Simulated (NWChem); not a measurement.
System: digermane (Ge2H6); SMILES [GeH3][GeH3]

NWChem input:

```
start job
memory heap 200 mb stack 900 mb global 1100 mb
geometry units angstroms noautoz
  Ge     0.000000     0.000000    -1.224586
  Ge     0.000000     0.000000     1.224586
  H     -1.022706     1.024225    -1.771136
  H     -0.375651    -1.397802    -1.771136
  H      1.398358     0.373577    -1.771136
  H      0.373577     1.398358     1.771136
  H      1.024225    -1.022706     1.771136
  H     -1.397802    -0.375651     1.771136
end
basis spherical
  * library def2-tzvpp
end
dft
  xc xpbe96 cpbe96
  iterations 150
  semidirect filesize 400000000
  mulliken
end
task dft energy
```

NWChem printed, in part:

```
             Northwest Computational Chemistry Package (NWChem) 7.3.0
             --------------------------------------------------------

 D3D symmetry detected

                             Geometry "geometry" -> ""
                             -------------------------

 Output coordinates in angstroms (scale by  1.889725989 to convert to a.u.)

  No.       Tag          Charge          X              Y              Z
 ---- ---------------- ---------- -------------- -------------- --------------
    1 Ge                  32.0000    -0.00000000     0.00000000    -1.22458600
    2 Ge                  32.0000     0.00000000    -0.00000000     1.22458600
    3 H                    1.0000    -1.02346523     1.02346523    -1.77113600
    4 H                    1.0000    -0.37461427    -1.39807950    -1.77113600
    5 H                    1.0000     1.39807950     0.37461427    -1.77113600
    6 H                    1.0000     0.37461427     1.39807950     1.77113600
    7 H                    1.0000     1.02346523    -1.02346523     1.77113600
    8 H                    1.0000    -1.39807950    -0.37461427     1.77113600

 Effective nuclear repulsion energy (a.u.)     319.9009972566

      Symmetry information
      --------------------

 Group name             D3d
 Group number             33
 Group order              12
 No. of unique centers     2

  pbe96 is a nonlocal functional; adding pw91lda local functional.

                                 NWChem DFT Module
                                 -----------------

 Summary of "ao basis" -> "ao basis" (spherical)
 ------------------------------------------------------------------------------
       Tag                 Description            Shells   Functions and Types
 ---------------- ------------------------------  ------  ---------------------
 Ge                        def2-tzvpp               16       48   6s5p4d1f
 H                         def2-tzvpp                6       14   3s2p1d

      Symmetry analysis of basis
      --------------------------

        a1g        27
        a1u         5
        a2g         5
        a2u        27
        eg         58
        eu         58

  Rotation of axis

            General Information
            -------------------
          SCF calculation type: DFT
          Wavefunction type:  closed shell.
          No. of atoms     :     8
          No. of electrons :    70
           Alpha electrons :    35
            Beta electrons :    35
          Charge           :     0
          Spin multiplicity:     1
          Use of symmetry is: on ; symmetry adaption is: on
          Maximum number of iterations: 150
          AO basis - number of functions:   180
                     number of shells:    68
          Convergence on energy requested:  1.00D-06
          Convergence on density requested:  1.00D-05
          Convergence on gradient requested:  5.00D-04

              XC Information
              --------------
          PerdewBurkeErnzerhof Exchange Functional  1.000
            Perdew 1991 LDA Correlation Functional  1.000 local
           PerdewBurkeErnz. Correlation Functional  1.000 non-local

             Grid Information
             ----------------
          Grid used for XC integration:  medium
          Radial quadrature: Mura-Knowles
          Angular quadrature: Lebedev.
          Tag              B.-S. Rad. Rad. Pts. Rad. Cut. Ang. Pts.
          ---              ---------- --------- --------- ---------
          Ge                  1.25      112          10.0       590
          H                   0.35       45          12.0       434
          Grid pruning is: on
          Number of quadrature shells:   157
          Spatial weights used:  Erf1

      Superposition of Atomic Density Guess
      -------------------------------------

 Sum of atomic energies:       -4153.61097990

      Non-variational initial energy
      ------------------------------

 Total energy =   -4154.252899
 1-e energy   =   -6431.338747
 2-e energy   =    1957.184851
 HOMO         =      -0.315061
 LUMO         =       0.057227

      Symmetry analysis of molecular orbitals - initial
      -------------------------------------------------

  Numbering of irreducible representations:

     1 a1g         2 a1u         3 a2g         4 a2u         5 eg
     6 eu

  Orbital symmetries:

     1 a2u         2 a1g         3 a2u         4 a1g         5 eg
     6 eg          7 eu          8 eu          9 a2u        10 a1g
    11 a1g        12 a2u        13 eu         14 eu         15 eg
    16 eg         17 a1g        18 a2u        19 a1g        20 eu
    21 eu         22 eg         23 eg         24 eu         25 eu
    26 eg         27 eg         28 a2u        29 a1g        30 a2u
    31 eu         32 eu         33 eg         34 eg         35 a1g
    36 a2u        37 eu         38 eu         39 a1g        40 a2u
    41 eg         42 eg         43 a1g        44 eu         45 eu

------------------------------------------------------------
EAF file 0: "./job.aoints.0" size=77070336 bytes
------------------------------------------------------------
               write      read    awrite     aread      wait
               -----      ----    ------     -----      ----
     calls:      147         0         0         0         0
   data(b): 7.71e+07  0.00e+00  0.00e+00  0.00e+00
   time(s): 0.00e+00  0.00e+00  0.00e+00  0.00e+00  0.00e+00
rate(mb/s): 0.00e+00  0.00e+00
------------------------------------------------------------

     ---------------------------------------------
      Total Density - Mulliken Population Analysis
     ---------------------------------------------

    Atom       Charge   Shell Charges
 -----------   ------   -------------------------------------------------------
    1 Ge  32    31.85   2.00  2.00  1.17  0.79  0.81  0.62  5.98  4.43  1.57  1.33  1.05  8.89  1.11  0.02  0.07  0.01
    2 Ge  32    31.85   2.00  2.00  1.17  0.79  0.81  0.62  5.98  4.43  1.57  1.33  1.05  8.89  1.11  0.02  0.07  0.01
    3 H    1     1.05   0.22  0.54  0.28  0.00  0.01  0.00
    4 H    1     1.05   0.22  0.54  0.28  0.00  0.01  0.00
    5 H    1     1.05   0.22  0.54  0.28  0.00  0.01  0.00
    6 H    1     1.05   0.22  0.54  0.28  0.00  0.01  0.00
    7 H    1     1.05   0.22  0.54  0.28  0.00  0.01  0.00
    8 H    1     1.05   0.22  0.54  0.28  0.00  0.01  0.00

   convergence    iter        energy       DeltaE   RMS-Dens  Diis-err
 ---------------- ----- ----------------- --------- --------- ---------
 d= 0,ls=0.0,diis     1  -4156.9120535233 -4.48D+03  3.22D-03  1.14D+00
 d= 0,ls=0.0,diis     2  -4156.9451287786 -3.31D-02  1.90D-03  1.66D-01
 d= 0,ls=0.0,diis     3  -4156.9519350021 -6.81D-03  6.83D-04  6.07D-02
 d= 0,ls=0.0,diis     4  -4156.9559582081 -4.02D-03  7.05D-05  3.34D-04
 d= 0,ls=0.0,diis     5  -4156.9560150830 -5.69D-05  9.97D-06  4.04D-06
 d= 0,ls=0.0,diis     6  -4156.9560156594 -5.76D-07  3.64D-06  7.69D-07

         Total DFT energy =    -4156.956015659437
      One electron energy =    -6431.111690096376
           Coulomb energy =     2113.822143141470
    Exchange-Corr. energy =     -159.567465961119
 Nuclear repulsion energy =      319.900997256588

 Numeric. integr. density =       70.000035628281

                  Occupations of the irreducible representations
                  ----------------------------------------------

                     irrep           alpha         beta
                     --------     --------     --------
                     a1g               8.0          8.0
                     a1u               0.0          0.0
                     a2g               0.0          0.0
                     a2u               7.0          7.0
                     eg               10.0         10.0
                     eu               10.0         10.0

                       DFT Final Molecular Orbital Analysis
                       ------------------------------------

 Vector   33  Occ=2.000000D+00  E=-2.958984D-01  Symmetry=eg
              MO Center=  3.6D-16,  1.2D-15,  7.1D-15, r^2= 5.2D+00
   Bfn.  Coefficient  Atom+Function         Bfn.  Coefficient  Atom+Function
  ----- ------------  ---------------      ----- ------------  ---------------
    16      0.210431  1 Ge px                64     -0.210431  2 Ge px
    98     -0.184949  3 H  s                154     -0.184949  7 H  s
   126      0.148199  5 H  s                168      0.148199  8 H  s
    19      0.121874  1 Ge px                67     -0.121874  2 Ge px
    99     -0.118158  3 H  s                155     -0.118158  7 H  s

 Vector   34  Occ=2.000000D+00  E=-2.958984D-01  Symmetry=eg
              MO Center=  2.7D-13, -3.4D-13,  5.3D-13, r^2= 5.2D+00
   Bfn.  Coefficient  Atom+Function         Bfn.  Coefficient  Atom+Function
  ----- ------------  ---------------      ----- ------------  ---------------
    17      0.210431  1 Ge py                65     -0.210431  2 Ge py
   112     -0.192343  4 H  s                140     -0.192343  6 H  s
   126      0.127998  5 H  s                168      0.127998  8 H  s
   113     -0.122882  4 H  s                141     -0.122882  6 H  s
    20      0.121874  1 Ge py                68     -0.121874  2 Ge py

 Vector   35  Occ=2.000000D+00  E=-2.620466D-01  Symmetry=a1g
              MO Center= -3.1D-12, -7.6D-14, -2.1D-13, r^2= 3.6D+00
   Bfn.  Coefficient  Atom+Function         Bfn.  Coefficient  Atom+Function
  ----- ------------  ---------------      ----- ------------  ---------------
    18      0.335517  1 Ge pz                66     -0.335517  2 Ge pz
    21      0.211727  1 Ge pz                69     -0.211727  2 Ge pz
    12     -0.156707  1 Ge pz                60      0.156707  2 Ge pz
    98     -0.082876  3 H  s                112     -0.082876  4 H  s
   126     -0.082876  5 H  s                140     -0.082876  6 H  s

 Vector   36  Occ=0.000000D+00  E=-2.427648D-02  Symmetry=a2u
              MO Center= -2.1D-14, -1.1D-14,  5.2D-13, r^2= 6.8D+00
   Bfn.  Coefficient  Atom+Function         Bfn.  Coefficient  Atom+Function
  ----- ------------  ---------------      ----- ------------  ---------------
     6      1.672514  1 Ge s                 54     -1.672514  2 Ge s
    21      0.957934  1 Ge pz                69      0.957934  2 Ge pz
    99     -0.307850  3 H  s                113     -0.307850  4 H  s
   127     -0.307850  5 H  s                141      0.307850  6 H  s
   155      0.307850  7 H  s                169      0.307850  8 H  s

 Vector   37  Occ=0.000000D+00  E=-5.324609D-03  Symmetry=eu
              MO Center=  3.2D-12,  1.4D-13, -3.5D-14, r^2= 5.1D+00
   Bfn.  Coefficient  Atom+Function         Bfn.  Coefficient  Atom+Function
  ----- ------------  ---------------      ----- ------------  ---------------
    19      0.763436  1 Ge px                67      0.763436  2 Ge px
   127     -0.711279  5 H  s                169      0.711279  8 H  s
    99      0.506338  3 H  s                155     -0.506338  7 H  s
    16      0.204283  1 Ge px                64      0.204283  2 Ge px
   113      0.204941  4 H  s                141     -0.204941  6 H  s

 Vector   38  Occ=0.000000D+00  E=-5.324609D-03  Symmetry=eu
              MO Center=  1.2D-14,  8.6D-14,  2.1D-14, r^2= 5.1D+00
   Bfn.  Coefficient  Atom+Function         Bfn.  Coefficient  Atom+Function
  ----- ------------  ---------------      ----- ------------  ---------------
    20      0.763436  1 Ge py                68      0.763436  2 Ge py
   113      0.702992  4 H  s                141     -0.702992  6 H  s
    99     -0.528980  3 H  s                155      0.528980  7 H  s
    17      0.204283  1 Ge py                65      0.204283  2 Ge py
   112      0.175664  4 H  s                140     -0.175664  6 H  s

------------------------------------------------------------
EAF file 0: "./job.aoints.0" size=111149056 bytes
------------------------------------------------------------
               write      read    awrite     aread      wait
               -----      ----    ------     -----      ----
     calls:      212         5         0      1055      1055
   data(b): 1.11e+08  2.62e+06  0.00e+00  5.53e+08
   time(s): 0.00e+00  0.00e+00  0.00e+00  0.00e+00  0.00e+00
rate(mb/s): 0.00e+00  0.00e+00
------------------------------------------------------------

     ---------------------------------------------
      Total Density - Mulliken Population Analysis
     ---------------------------------------------

    Atom       Charge   Shell Charges
 -----------   ------   -------------------------------------------------------
    1 Ge  32    31.98   2.00  2.00  1.17  0.78  0.92  0.53  5.98  4.47  1.53  1.54  0.92  8.81  1.08  0.14  0.08  0.01
    2 Ge  32    31.98   2.00  2.00  1.17  0.78  0.92  0.53  5.98  4.47  1.53  1.54  0.92  8.81  1.08  0.14  0.08  0.01
    3 H    1     1.01   0.23  0.53  0.24  0.00  0.01  0.00
    4 H    1     1.01   0.23  0.53  0.24  0.00  0.01  0.00
    5 H    1     1.01   0.23  0.53  0.24  0.00  0.01  0.00
    6 H    1     1.01   0.23  0.53  0.24  0.00  0.01  0.00
    7 H    1     1.01   0.23  0.53  0.24  0.00  0.01  0.00
    8 H    1     1.01   0.23  0.53  0.24  0.00  0.01  0.00

     -------------------------------------------
      Total Density - Lowdin Population Analysis
     -------------------------------------------

    Atom       Charge   Shell Charges
 -----------   ------   -------------------------------------------------------
    1 Ge  32    31.61   2.00  2.00  1.12  0.83  0.52  0.39  5.92  3.99  2.05  1.27  1.18  8.46  1.23  0.35  0.28  0.04
    2 Ge  32    31.61   2.00  2.00  1.12  0.83  0.52  0.39  5.92  3.99  2.05  1.27  1.18  8.46  1.23  0.35  0.28  0.04
    3 H    1     1.13   0.23  0.48  0.32  0.00  0.08  0.01
    4 H    1     1.13   0.23  0.48  0.32  0.00  0.08  0.01
    5 H    1     1.13   0.23  0.48  0.32  0.00  0.08  0.01
    6 H    1     1.13   0.23  0.48  0.32  0.00  0.08  0.01
    7 H    1     1.13   0.23  0.48  0.32  0.00  0.08  0.01
    8 H    1     1.13   0.23  0.48  0.32  0.00  0.08  0.01

     Multipole analysis of the density
     ---------------------------------

     L   x y z        total         alpha         beta         nuclear
     -   - - -        -----         -----         ----         -------
     0   0 0 0     -0.000000    -35.000000    -35.000000     70.000000

     1   1 0 0      0.000000     -0.000000     -0.000000      0.000000
     1   0 1 0     -0.000000     -0.000000     -0.000000     -0.000000
     1   0 0 1     -0.000000     -0.000000     -0.000000      0.000000

     2   2 0 0    -29.646033    -26.044883    -26.044883     22.443734
     2   1 1 0     -0.000000     -0.000000     -0.000000     -0.000000
     2   1 0 1      0.000000     -0.000000     -0.000000      0.000000
     2   0 2 0    -29.646033    -26.044883    -26.044883     22.443734
     2   0 1 1     -0.000000     -0.000000     -0.000000     -0.000000
     2   0 0 2    -30.176883   -220.061520   -220.061520    409.946156
```

Level: PBE/def2-TZVPP. All runs use the structure optimised with B3LYP/6-31G* (spherical d).
